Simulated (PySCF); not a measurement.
C5H6NO2 (doublet state).
Geometry (GFN2-xTB, Å), atoms numbered from 1 in this order:
```
atom  x, y, z in Å
O1     2.4944    0.6485   -1.1807
C2     2.5607   -0.0271   -0.1915
N3     1.5008   -0.5038    0.5167
C4     0.1793   -0.2734    0.1767
C5    -1.0122   -0.6664    0.7768
C6    -1.8075    0.0002   -0.3450
O7    -2.6941    1.0233   -0.0036
C8    -0.4323    0.3882   -0.8824
H9     3.5196   -0.3392    0.2643
H10    1.6622   -1.0635    1.3418
H11   -1.2865   -1.1716    1.6791
H12   -2.3767   -0.6848   -0.9771
H13   -2.2210    1.6910    0.5065
H14   -0.0875    0.9781   -1.7039
```

The hyperfine couplings belong to this conformer and change with its torsions.

Identity: `O=CNC1=C[C@@H](O)[CH]1` [radical].

Theory: PySCF, UKS B3LYP, pcH-1 on C H N O, non-relativistic, mean-field spin-orbit, GIAO. Isolated species at its GFN2-xTB geometry (one conformer only). The geometry wasn't refined by DFT: couplings that depend on bond lengths, twists or pyramidal angles can differ widely from those at the functional's own minimum. Stability of the SCF solution: not tested. ⟨S²⟩ is 0.776 where a pure state has 0.75.

Largest spin populations (Mulliken): C5 (+0.69), C8 (+0.67), C4 (-0.23) and C6 (-0.08). The positive populations add up to 1.38 and the negative ones to -0.38, together 2S = 1. The angles at C5 add up to 359.9°, so it is planar; its axial dipolar tensor and the negative coupling of its proton fit spin in a p orbital normal to that plane.

Q: McConnell's relation a(H) = Q·ρ ties the coupling of a proton on a planar π carbon to the spin population of that carbon. What Q do the computed values give?

A: 
```
  H   C    ρ(C)  a(H) (G)  a/ρ (G)
H11  C5  +0.686    -16.19    -23.6
H14  C8  +0.672    -16.41    -24.4
```

A least-squares line through the origin gives Q = -24.0 G with Mulliken populations. In McConnell's picture π spin on carbon polarises the C–H bond and leaves opposite spin at the proton, which makes Q negative, as found here.

Couplings in gauss use g_iso = 2.0026.
